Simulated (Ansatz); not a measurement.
Relaxation of BClH₃OS (7 atoms, charge 1, multiplicity 1), to a largest force component of 0.02 eV/Å in at most 50 steps.

All numbers below come from RKS BLYP/def2-SVP in Ansatz 0.2.0.

```xyz
7
Properties=species:S:1:pos:R:3:forces:R:3
O -0.759 0.930 0.026 0.20 -0.11 0.15
B -0.024 -0.363 0.023 0.60 -0.02 0.12
S 1.725 -0.150 0.175 0.21 1.17 0.04
Cl -1.041 -1.712 -0.100 -0.56 -0.80 -0.08
H -1.698 0.940 -0.234 -0.70 0.13 -0.16
H -0.293 1.779 -0.081 0.16 0.66 -0.05
H 2.090 -1.425 0.191 0.09 -1.03 -0.02
```

Task: Where does it end, and by what steps?

Result: It converged. Limits of this set-up: the dipole of an ion depends on the origin. After 5 steps the energy has fallen by 0.077 eV; O1 moved furthest, 0.10 Å.

| step | energy less start (eV) | largest force component (eV/Å) | accepted |
| --- | --- | --- | --- |
| 0 | 0.0000 | 1.169 | yes |
| 1 | -0.0582 | 0.382 | yes |
| 2 | -0.0441 | 0.608 | no |
| 3 | -0.0757 | 0.149 | yes |
| 4 | -0.0772 | 0.053 | yes |
| 5 | -0.0774 | 0.011 | yes |

```xyz
7
Properties=species:S:1:pos:R:3
O -0.750 0.944 -0.076
B 0.020 -0.359 0.005
S 1.777 -0.148 0.181
Cl -1.011 -1.741 -0.095
H -1.733 0.945 -0.180
H -0.348 1.845 -0.046
H 2.044 -1.486 0.210
```

The run took 15 s on 1 thread of Arm Neoverse V2, with other jobs on the host, peak memory 0.14 GiB.
